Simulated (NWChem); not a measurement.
Molecule: CH₅ClFNSi; SMILES C[Si](N)(F)Cl

```xyz
10

C      1.6298     1.0858     0.4567
Si    -0.0049     0.3025     0.0402
N     -1.2292     0.7555     1.1448
F     -0.3549     0.6659    -1.4978
Cl     0.1026    -1.7679     0.1019
H      1.9670     0.7748     1.4502
H      1.5483     2.1795     0.4482
H      2.3945     0.8029    -0.2738
H     -2.0936     0.2300     1.1962
H     -1.3736     1.7330     1.3697
```
Atoms are numbered in this order, from 1.

All runs: NWChem. Pople sets run with spherical d functions. Structure relaxed at the B3LYP/6-31G* (spherical d) level. Level: B3LYP/6-31G* with SMD (1 M gas to 1 M solution), gas-phase geometry. Reactions with the solvent are ignored.

**Question.** What does the run give for solvent toluene? Quantities: solvation free energy (kcal/mol); cavity-dispersion-structure term (kcal/mol); dipole in solution (D).

**Answer.** 
```
Quantity                                     Result
-------------------------------------------  ------
solvation free energy (kcal/mol)               -4.3
cavity-dispersion-structure term (kcal/mol)    -0.2
dipole in solution (D)                         3.32
```
